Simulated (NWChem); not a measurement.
**Correlation energy of C$_{2}$H$_{2}$Cl**

```
C
C 1 1.3083
H 2 1.0872 1 141.35
H 1 1.0945 2 123.96 3 180.00
Cl 1 1.7496 4 112.84 2 180.00
```
Charge 0, spin multiplicity 2.

Everything below was run with NWChem. The geometry was optimised at UPBE0/def2-SVP, a minimum by its harmonic frequencies.

Basis set: def2-SVP. Each correlation energy counts from its own Hartree-Fock reference.

The correlated methods keep 7 core orbitals frozen. The structure started from a generated list of species. The unpaired electrons of the parent sit in orbitals of symmetry a' (Cs labels of the run); other states weren't searched. The stability of the SCF solutions was not checked. Open-shell Hartree-Fock references start from PBE0 orbitals. Coupled-cluster values serve here as a point of comparison, not as the truth.

```
method           correlation energy (mHa)             remark
---------------  ------------------------  -----------------
UMP2                               -355.2  spin-contaminated
SCS-UMP2                           -347.1  spin-contaminated
CCSD on UHF                             ?  spin-contaminated
CCSD[T] on UHF                     -413.4  spin-contaminated
CCSD(T) on UHF                          ?  spin-contaminated
CCSD on ROHF                            ?                  -
CCSD[T] on ROHF                    -423.2                  -
CCSD(T) on ROHF                         ?                  -
```

Q: What belongs in the gaps?

A: 
- CCSD on UHF, correlation energy (mHa): -399.6
- CCSD(T) on UHF, correlation energy (mHa): -412.6
- CCSD on ROHF, correlation energy (mHa): -409.0
- CCSD(T) on ROHF, correlation energy (mHa): -422.6
